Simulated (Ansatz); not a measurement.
```json
{"atom": "S", "x (Å)": "-0.0244", "y (Å)": "0.0900", "z (Å)": "-0.0909"}
{"atom": "H", "x (Å)": "-0.0103", "y (Å)": "0.0217", "z (Å)": "1.2993"}
```

Basis set: aug-cc-pVDZ (spherical functions). Left uncorrelated: 5 orbitals. Charge 0, multiplicity 2.

Computed with Ansatz (development build ahead of 0.2.0); each method stands on the lowest determinant of its kind that the runs found.

The atomization energy at this shape (free ground-state atoms in the same class of orbitals less the molecule, no zero-point energy) of doublet SH:

| method | atomization energy |
| --- | --- |
| UHF-MP2 | 77.66 kcal/mol |

What does UHF give?

58.32 kcal/mol.
